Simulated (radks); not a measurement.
Values are calculated unless marked as measured or tabulated.
Ionisation of Fe, [Ar] 3d6 4s2, to Fe+, [Ar] 3d6 4s1, under several functionals. Scalar-relativistic Kohn-Sham, spin-polarised, spherical densities, finite nucleus; open shells are filled with parallel spins first; a radial shooting solver on a logarithmic mesh with Libxc functionals.

functional                                      E(Fe) (hartree)  Exc (hartree)  IE (eV)  -e(HOMO) (eV)  <r> HOMO (bohr)  IE error (eV)
XLYP                                                -1273.13866      -56.27479    8.105          4.869            3.094         +0.202
exchange-only r2SCAN                                -1271.67013      -54.77276    6.667          3.160            1.272         -1.235
r2SCAN                                              -1272.81178      -55.93801    7.652          4.501            1.247         -0.250
PW91                                                -1272.92144      -56.05902    7.862          4.897            3.104         -0.040
AM05                                                -1270.47475      -53.56359    7.781          4.816            3.112         -0.121
B86b exchange with PBE correlation                  -1272.87975      -56.01459    7.856          4.877            3.101         -0.046
LDA (Slater exchange, Perdew-Wang correlation)      -1270.31406      -53.39765    8.162          5.049            3.074         +0.259
TASK exchange with Perdew-Wang LDA correlation      -1272.30435      -55.42389    7.067          3.914            1.251         -0.835
OLYP                                                -1273.11090      -56.30572    7.657          4.605            3.165         -0.245

NIST Atomic Spectra Database: 7.902 eV (measured). Closest: PW91. The Delta-SCF values span 1.49 eV, the total energies 2.82 hartree. The highest occupied level is 4s. Open shells are spherical and high-spin; term and fine-structure splittings are not resolved.
